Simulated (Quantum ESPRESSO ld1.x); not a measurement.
Values are calculated unless marked as measured or tabulated.
Task: The mean radii <r> (bohr) of the occupied orbitals of an atom or ion are listed with their occupations. Level of theory: Dirac Kohn-Sham, LDA (Slater exchange, Hedin-Lundqvist correlation), spin-unpolarised, spherical densities, point nucleus (ld1.x of Quantum ESPRESSO 7.5).

| orbital | occ. | <r> |
|---|---|---|
| 1s1/2 | 2 | 0.01933 |
| 2s1/2 | 2 | 0.08128 |
| 2p1/2 | 2 | 0.06743 |
| 2p3/2 | 4 | 0.07504 |
| 3s1/2 | 2 | 0.2123 |
| 3p1/2 | 2 | 0.2021 |
| 3p3/2 | 4 | 0.2164 |
| 3d3/2 | 4 | 0.1899 |
| 3d5/2 | 6 | 0.1943 |
| 4s1/2 | 2 | 0.4781 |
| 4p1/2 | 2 | 0.4851 |
| 4p3/2 | 4 | 0.5181 |
| 4d3/2 | 4 | 0.5412 |
| 4d5/2 | 6 | 0.5528 |
| 5s1/2 | 2 | 1.169 |
| 5p1/2 | 2 | 1.309 |
| 5p3/2 | 4 | 1.421 |
| 4f5/2 | 6 | 0.7136 |
| 4f7/2 | 8 | 0.7291 |
| 6s1/2 | 2 | 3.236 |

Name the element and its charge. Open shells, if any, are shared by 2j + 1.

Result: Z = 71, lutetium, charge +1: Lu+ in [Xe] 4f14 6s2. The 1s radius gives Z: for a bare nucleus <r> = (2 gamma + 1)/(2Z) with gamma = sqrt(1 - (Z/c)^2), 0.01909 bohr for Z = 71, and screening makes it slightly larger (0.01933 here). The occupations add up to 70, and the charge is Z minus that.
